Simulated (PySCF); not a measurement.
**RbH₂⁻ at several levels of theory**

All levels use the PBE0 minimum (singlet; Rb–H 2.686 Å (×2); H–Rb–H 180.0°), basis [Rb def2-TZVPD with ECP28, H def2-TZVPD], scalar-relativistic core potentials, density fitting, no spin–orbit coupling, PySCF. For vertical energies the ionised species is a doublet (spins chosen at PBE0 and kept). Open shells are unrestricted, also as the reference of the correlated levels. A dash marks a value that was not computed or is not defined at that level.

```
  level  vertical detachment energy (eV)  −ε(HOMO) (eV)  gap (eV)
   PBE0                                ?              ?         ?
CCSD(T)                                ?              –         –
     HF                             1.42           2.71      5.88
    PBE                             1.63          -0.46      1.76
 r2SCAN                             1.62          -0.34      2.33
  B3LYP                             1.86           0.29      2.74
  TPSSh                             1.68          -0.06      2.36
    MP2                             2.10              –         –
 B2PLYP                             1.93              –         –
 revPBE                             1.61          -0.49      1.71
```

Fill in the row of CCSD(T).

vertical detachment energy (eV) 2.10.

Fill in the row of PBE0.

vertical detachment energy (eV) 1.83, −ε(HOMO) (eV) 0.41, gap (eV) 2.94.

For RbH₂⁻ itself CCSD(T) correlates 12 electrons; T1 = 0.018, D1 = 0.049, (T) = -5 kJ/mol.

The highest occupied level lies above zero at PBE, r2SCAN, TPSSh, revPBE, a mark of self-interaction error.

Spin contamination in at least one species weakens the values at: CCSD(T), HF, MP2.

The lowest empty level of this anion is unbound, so it and the gap depend on the basis.
